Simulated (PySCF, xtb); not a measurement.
Hf(Cl)3(SH) (Cl3HHfS), SMILES [SH][Hf]([Cl])([Cl])[Cl], multiplicity 1.

GFN2-xTB (xtb 6.7.1) at its own geometry gives an orbital gap of 1.82 eV and a dipole moment of 0.88 D.

Geometry optimised at PBE0-D3(BJ)/def2-SVP. The multiplicity is an assumed one; no other spin state was optimised. The structure was generated by enumeration; whether it is a known compound was not checked. The def2 effective core potentials stand for the cores of Hf; spin–orbit coupling is left out. Other conformers were not sampled.

Problem. What does PBE0/def2-TZVP in PySCF give? (An estimate is asked for; the answer gives what the named calculation found.)

Solution. gap 5.89 eV (levels -8.27 and -2.37 eV), dipole 0.65 D.
